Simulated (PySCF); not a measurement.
Field gradients from PBE0/pcSseg-1 densities (PySCF, non-relativistic) at GFN2-xTB geometries, isolated species, one conformer each; χzz is the principal value of largest magnitude, with Q(14N) = 0.02044 b. GFN2-xTB bond lengths can be off by several hundredths of an ångström, more for odd bonds, and the gradients follow them. The basis is small and wasn't made for field gradients, so the couplings can be 20 % off.

Question: Rank these 14N sites by the size of the quadrupole coupling, smallest first.
A. N7 (pyridine-type nitrogen) in `[CH3:1][CH:2]([CH3:3])[c:4]1[n:5][n:6][n:7][cH:8][c:9]1[SiH3:10]`
B. The imine nitrogen of `[H]/N=C\CCS[SiH3]`
C. The silicon-bound nitrogen of `C[S@@](=O)[C@H]1CCN([SiH3])C1`
D. N7 (pyridine-type nitrogen) in `[CH3:1][Si:2]([CH3:3])([CH3:4])[c:5]1[cH:6][n:7][n:8][cH:9][n:10]1`

Answer: B (5.136 MHz), C (5.603 MHz), A (5.961 MHz), D (6.601 MHz).

All sites together:

```tsv
nucleus	site	Vzz (au)	η	χzz (MHz)
14N	N7 (pyridine-type nitrogen) in [CH3:1][Si:2]([CH3:3])([CH3:4])[c:5]1[cH:6][n:7][n:8][cH:9][n:10]1	-1.375	0.31	-6.601
14N	the silicon-bound nitrogen of C[S@@](=O)[C@H]1CCN([SiH3])C1	-1.167	0.37	-5.603
14N	the imine nitrogen of [H]/N=C\CCS[SiH3]	-1.069	0.41	-5.136
14N	N7 (pyridine-type nitrogen) in [CH3:1][CH:2]([CH3:3])[c:4]1[n:5][n:6][n:7][cH:8][c:9]1[SiH3:10]	-1.241	0.19	-5.961
```
